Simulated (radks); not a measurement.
The numbers below are computed, except where a source is named.
Charge is removed step by step from the 5p down level of Xe, starting from [Kr] 4d10 5s2 5p(up 3, down 3). Code: a radial shooting solver on a logarithmic mesh with Libxc functionals. Model: non-relativistic Kohn-Sham, TPSS, spin-polarised, spherical densities, point nucleus; meta-GGA in the generalised Kohn-Sham scheme; relativity is left out, which matters for an element this heavy.

\begin{tabular}{lrrr}
removed (e) & E - E(0) (eV) & eigenvalue (eV) & E minus straight line (eV) \\ \hline
0 & 0.000 & -8.406 & 0.000 \\
0.25 & 2.351 & -10.408 & -0.773 \\
0.5 & 5.208 & -12.462 & -1.038 \\
0.75 & 8.585 & -14.563 & -0.785 \\
1 & 12.493 & -16.707 & 0.000 \\
\end{tabular}

Removing the whole electron costs 12.493 eV by Delta-SCF, against 8.406 eV from minus the eigenvalue at the starting occupation. Slater's transition state (half an electron removed) gives 12.462 eV. Integrating minus the eigenvalue over the occupation (Janak's theorem) gives 12.493 eV. The mean slope of the eigenvalue, de/dn, is 8.30 eV per electron. Ionisation energy of Xe in the NIST Atomic Spectra Database: 12.130 eV (measured).
